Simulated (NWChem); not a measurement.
System: CH2NO anion

Here is an NWChem input.

```
start job
memory heap 200 mb stack 900 mb global 1100 mb
charge -1
geometry units angstroms noautoz
  N      0.133236    -1.202342     0.000000
  C     -0.363875     0.015665     0.000000
  O      0.201039     1.149295     0.000000
  H      1.157155    -1.108337     0.000000
  H     -1.492110     0.015980     0.000000
end
basis spherical
  N library def2-svp
  C library def2-svp
  O library def2-svp
  H library def2-svp
end
dft
  xc m06-l
  grid xcoarse
  iterations 150
  mulliken
end
task dft gradient
```

Output (shortened):

```
             Northwest Computational Chemistry Package (NWChem) 7.3.0
             --------------------------------------------------------

 CS  symmetry detected

                             Geometry "geometry" -> ""
                             -------------------------

 Output coordinates in angstroms (scale by  1.889725989 to convert to a.u.)

  No.       Tag          Charge          X              Y              Z
 ---- ---------------- ---------- -------------- -------------- --------------
    1 N                    7.0000     0.13427186    -1.19253304     0.00000000
    2 C                    6.0000    -0.36490687     0.02462799     0.00000000
    3 O                    8.0000     0.19808116     1.15921571     0.00000000
    4 H                    1.0000     1.15802974    -1.09678934     0.00000000
    5 H                    1.0000    -1.49314078     0.02302700     0.00000000

 Effective nuclear repulsion energy (a.u.)      63.4524471743

      Symmetry information
      --------------------

 Group name             Cs
 Group number              2
 Group order               2
 No. of unique centers     5

                                 NWChem DFT Module
                                 -----------------

 Summary of "ao basis" -> "ao basis" (spherical)
 ------------------------------------------------------------------------------
       Tag                 Description            Shells   Functions and Types
 ---------------- ------------------------------  ------  ---------------------
 N                          def2-svp                 6       14   3s2p1d
 C                          def2-svp                 6       14   3s2p1d
 O                          def2-svp                 6       14   3s2p1d
 H                          def2-svp                 3        5   2s1p

      Symmetry analysis of basis
      --------------------------

        a'         38
        a"         14

            General Information
            -------------------
          SCF calculation type: DFT
          Wavefunction type:  closed shell.
          No. of atoms     :     5
          No. of electrons :    24
           Alpha electrons :    12
            Beta electrons :    12
          Charge           :    -1
          Spin multiplicity:     1
          Use of symmetry is: on ; symmetry adaption is: on
          Maximum number of iterations: 150
          AO basis - number of functions:    52
                     number of shells:    24
          Convergence on energy requested:  1.00D-06
          Convergence on density requested:  1.00D-05
          Convergence on gradient requested:  5.00D-04

              XC Information
              --------------
                        M06-L Method XC Functional
                         M06-L Exchange Functional  1.000
                       M06-L Correlation Potential  1.000

             Grid Information
             ----------------
          Grid used for XC integration:  xcoarse
          Radial quadrature: Mura-Knowles
          Angular quadrature: Lebedev.
          Tag              B.-S. Rad. Rad. Pts. Rad. Cut. Ang. Pts.
          ---              ---------- --------- --------- ---------
          N                   0.65       21           7.0       194
          C                   0.70       21           7.0       194
          O                   0.60       21           7.0       194
          H                   0.35       21           8.0       194
          Grid pruning is: on
          Number of quadrature shells:   105
          Spatial weights used:  Erf1

      Superposition of Atomic Density Guess
      -------------------------------------

 Sum of atomic energies:        -167.55870401

 Renormalizing density from      23.00 to     24

      Non-variational initial energy
      ------------------------------

 Total energy =    -173.186918
 1-e energy   =    -369.050996
 2-e energy   =     132.411631
 HOMO         =       0.054574
 LUMO         =       0.409205

      Symmetry analysis of molecular orbitals - initial
      -------------------------------------------------

  Numbering of irreducible representations:

     1 a'          2 a"

  Orbital symmetries:

     1 a'          2 a'          3 a'          4 a'          5 a'
     6 a'          7 a'          8 a'          9 a"         10 a'
    11 a'         12 a"         13 a'         14 a"         15 a'
    16 a'         17 a'         18 a'         19 a"         20 a'
    21 a'         22 a'

     ---------------------------------------------
      Total Density - Mulliken Population Analysis
     ---------------------------------------------

    Atom       Charge   Shell Charges
 -----------   ------   -------------------------------------------------------
    1 N    7     7.73   1.99  0.99  0.61  2.20  1.93  0.01
    2 C    6     5.23   1.99  0.82  0.22  1.38  0.74  0.08
    3 O    8     8.82   1.99  1.03  0.78  2.73  2.28  0.01
    4 H    1     0.97   0.66  0.27  0.04
    5 H    1     1.25   0.75  0.49  0.02

   convergence    iter        energy       DeltaE   RMS-Dens  Diis-err
 ---------------- ----- ----------------- --------- --------- ---------
 d= 0,ls=0.0,diis     1   -169.0067851459 -2.32D+02  2.74D-02  1.03D+00
 d= 0,ls=0.0,diis     2   -168.9290465574  7.77D-02  1.69D-02  1.84D+00
 d= 0,ls=0.0,diis     3   -169.1360918778 -2.07D-01  5.40D-03  8.73D-02
 d= 0,ls=0.0,diis     4   -169.1428881828 -6.80D-03  1.78D-03  1.17D-02
 d= 0,ls=0.0,diis     5   -169.1423273884  5.61D-04  1.69D-03  6.18D-04
  Resetting Diis
 d= 0,ls=0.0,diis     6   -169.1425114712 -1.84D-04  1.18D-03  2.24D-04
 d= 0,ls=0.0,diis     7   -169.1425617506 -5.03D-05  1.00D-03  2.23D-04
 d= 0,ls=0.0,diis     8   -169.1424306074  1.31D-04  5.08D-04  1.49D-03
 d= 0,ls=0.0,diis     9   -169.1425976485 -1.67D-04  1.50D-04  5.04D-06
 d= 0,ls=0.0,diis    10   -169.1425984499 -8.01D-07  3.29D-05  1.52D-06
 d= 0,ls=0.0,diis    11   -169.1425986392 -1.89D-07  5.63D-06  1.10D-07

         Total DFT energy =     -169.142598639167
      One electron energy =     -362.606458931101
           Coulomb energy =      151.920153397675
    Exchange-Corr. energy =      -21.908740280014
 Nuclear repulsion energy =       63.452447174273

 Numeric. integr. density =       24.000149401849

                  Occupations of the irreducible representations
                  ----------------------------------------------

                     irrep           alpha         beta
                     --------     --------     --------
                     a'               10.0         10.0
                     a"                2.0          2.0

                       DFT Final Molecular Orbital Analysis
                       ------------------------------------

 Vector   10  Occ=2.000000D+00  E= 6.874853D-03  Symmetry=a'
              MO Center= -4.3D-02, -6.8D-01,  2.1D-15, r^2= 2.2D+00
   Bfn.  Coefficient  Atom+Function         Bfn.  Coefficient  Atom+Function
  ----- ------------  ---------------      ----- ------------  ---------------
     3      0.414125  1 N  s                  5      0.276333  1 N  py
     4      0.268281  1 N  px                32     -0.267045  3 O  px
    48     -0.230417  5 H  s                  2      0.227983  1 N  s
     8     -0.225709  1 N  py                43     -0.224286  4 H  s
    49     -0.212744  5 H  s                 35     -0.207561  3 O  px

 Vector   11  Occ=2.000000D+00  E= 4.914035D-02  Symmetry=a"
              MO Center=  1.5D-01, -1.8D-01, -1.3D-15, r^2= 2.0D+00
   Bfn.  Coefficient  Atom+Function         Bfn.  Coefficient  Atom+Function
  ----- ------------  ---------------      ----- ------------  ---------------
     6      0.438000  1 N  pz                34      0.417524  3 O  pz
     9     -0.394284  1 N  pz                37      0.354636  3 O  pz
    20     -0.077026  2 C  pz                25      0.045297  2 C  d -1
    23     -0.044954  2 C  pz

 Vector   12  Occ=2.000000D+00  E= 5.111610D-02  Symmetry=a'
              MO Center=  3.1D-02,  4.4D-01,  2.1D-16, r^2= 2.0D+00
   Bfn.  Coefficient  Atom+Function         Bfn.  Coefficient  Atom+Function
  ----- ------------  ---------------      ----- ------------  ---------------
    32      0.459118  3 O  px                35      0.347793  3 O  px
     5      0.285888  1 N  py                 8     -0.283216  1 N  py
    33     -0.276607  3 O  py                36     -0.228926  3 O  py
    49      0.191650  5 H  s                 22     -0.173567  2 C  py
    48      0.158527  5 H  s                  3     -0.109648  1 N  s

 Vector   13  Occ=0.000000D+00  E= 2.781249D-01  Symmetry=a"
              MO Center= -1.8D-01, -8.5D-02,  1.7D-16, r^2= 1.8D+00
   Bfn.  Coefficient  Atom+Function         Bfn.  Coefficient  Atom+Function
  ----- ------------  ---------------      ----- ------------  ---------------
    23      0.621423  2 C  pz                20      0.529622  2 C  pz
     9     -0.468363  1 N  pz                37     -0.389000  3 O  pz
     6      0.342968  1 N  pz                34     -0.326214  3 O  pz
    52      0.038388  5 H  pz

 Vector   14  Occ=0.000000D+00  E= 3.053250D-01  Symmetry=a'
              MO Center= -3.7D-01, -4.8D-01,  3.4D-16, r^2= 5.2D+00
   Bfn.  Coefficient  Atom+Function         Bfn.  Coefficient  Atom+Function
  ----- ------------  ---------------      ----- ------------  ---------------
    49      1.636785  5 H  s                 17     -1.161033  2 C  s
    44     -1.123629  4 H  s                  3      0.818769  1 N  s
    21      0.751780  2 C  px                 7      0.258603  1 N  px
    18      0.247325  2 C  px                 4     -0.168857  1 N  px
    16     -0.156263  2 C  s                 22      0.131043  2 C  py

 Vector   15  Occ=0.000000D+00  E= 3.401199D-01  Symmetry=a'
              MO Center= -3.4D-02, -5.6D-01, -1.4D-16, r^2= 5.0D+00
   Bfn.  Coefficient  Atom+Function         Bfn.  Coefficient  Atom+Function
  ----- ------------  ---------------      ----- ------------  ---------------
    49      1.467296  5 H  s                 44      1.209487  4 H  s
    17     -1.189007  2 C  s                  3     -0.685795  1 N  s
    21      0.637376  2 C  px                 7     -0.569941  1 N  px
     4      0.256037  1 N  px                18      0.244739  2 C  px
    35     -0.219404  3 O  px                16     -0.154883  2 C  s

     ---------------------------------------------
      Total Density - Mulliken Population Analysis
     ---------------------------------------------

    Atom       Charge   Shell Charges
 -----------   ------   -------------------------------------------------------
    1 N    7     7.45   1.99  1.04  0.54  2.32  1.55  0.02
    2 C    6     5.89   1.99  0.92  0.17  1.96  0.75  0.11
    3 O    8     8.54   1.99  1.10  0.71  2.81  1.91  0.01
    4 H    1     0.98   0.75  0.19  0.04
    5 H    1     1.14   0.79  0.33  0.02

     -------------------------------------------
      Total Density - Lowdin Population Analysis
     -------------------------------------------

    Atom       Charge   Shell Charges
 -----------   ------   -------------------------------------------------------
    1 N    7     7.41   1.97  0.81  0.53  2.19  1.86  0.04
    2 C    6     6.03   1.96  0.60  0.31  1.77  1.13  0.26
    3 O    8     8.46   1.97  0.95  0.68  2.71  2.13  0.02
    4 H    1     1.01   0.62  0.26  0.13
    5 H    1     1.09   0.68  0.35  0.06

     Multipole analysis of the density
     ---------------------------------

     L   x y z        total         alpha         beta         nuclear
     -   - - -        -----         -----         ----         -------
     0   0 0 0     -1.000000    -12.000000    -12.000000     23.000000

     1   1 0 0      0.075263      0.037632      0.037632      0.000000
     1   0 1 0      0.066045      0.033022      0.033022      0.000000
     1   0 0 1      0.000000      0.000000      0.000000      0.000000

     2   2 0 0    -14.333580    -15.754371    -15.754371     17.175163
     2   1 1 0     -1.255159      0.519328      0.519328     -2.293816
     2   1 0 1     -0.000000     -0.000000     -0.000000      0.000000
     2   0 2 0    -22.192463    -50.221366    -50.221366     78.250269
     2   0 1 1      0.000000      0.000000      0.000000      0.000000
     2   0 0 2    -14.478737     -7.239368     -7.239368      0.000000

            General Information
            -------------------
          SCF calculation type: DFT
          Wavefunction type:  closed shell.
          No. of atoms     :     5
          No. of electrons :    24
           Alpha electrons :    12
            Beta electrons :    12
          Charge           :    -1
          Spin multiplicity:     1
          Use of symmetry is: on ; symmetry adaption is: on
          Maximum number of iterations: 150
          AO basis - number of functions:    52
                     number of shells:    24
          Convergence on energy requested:  1.00D-06
          Convergence on density requested:  1.00D-05
          Convergence on gradient requested:  5.00D-04

              XC Information
              --------------
                        M06-L Method XC Functional
                         M06-L Exchange Functional  1.000
                       M06-L Correlation Potential  1.000

             Grid Information
             ----------------
          Grid used for XC integration:  xcoarse
          Radial quadrature: Mura-Knowles
          Angular quadrature: Lebedev.
          Tag              B.-S. Rad. Rad. Pts. Rad. Cut. Ang. Pts.
          ---              ---------- --------- --------- ---------
          N                   0.65       21           7.0       194
          C                   0.70       21           7.0       194
          O                   0.60       21           7.0       194
          H                   0.35       21           8.0       194
          Grid pruning is: on
          Number of quadrature shells:   105
          Spatial weights used:  Erf1

          Convergence Information
          -----------------------
          Convergence aids based upon iterative change in
          total energy or number of iterations.
          Levelshifting, if invoked, occurs when the
          HOMO/LUMO gap drops below (HL_TOL):  1.00D-02
          DIIS, if invoked, will attempt to extrapolate
          using up to (NFOCK): 10 stored Fock matrices.

                    Damping( 0%)  Levelshifting(0.5)       DIIS
                  --------------- ------------------- ---------------
          dE  on:    start            ASAP                start
          dE off:    2 iters        150 iters           150 iters

                            NWChem DFT Gradient Module
                            --------------------------

  charge          =  -1.00
  wavefunction    = closed shell

  Using symmetry

                         DFT ENERGY GRADIENTS

    atom               coordinates                        gradient
                 x          y          z           x          y          z
   1 N       0.253737  -2.253561   0.000000    0.008909   0.004822   0.000000
   2 C      -0.689574   0.046540   0.000000   -0.023679  -0.010191   0.000000
   3 O       0.374319   2.190600   0.000000    0.006524   0.008531   0.000000
   4 H       2.188359  -2.072631   0.000000    0.000256  -0.005299   0.000000
   5 H      -2.821627   0.043515   0.000000    0.007990   0.002138   0.000000
```

Level: M06-L/def2-SVP. Sets without diffuse functions describe the anion's extra electron poorly. Geometry: optimised at B3LYP/def2-SVPD. The highest occupied level is positive, so the extra electron may be held by the finite basis.
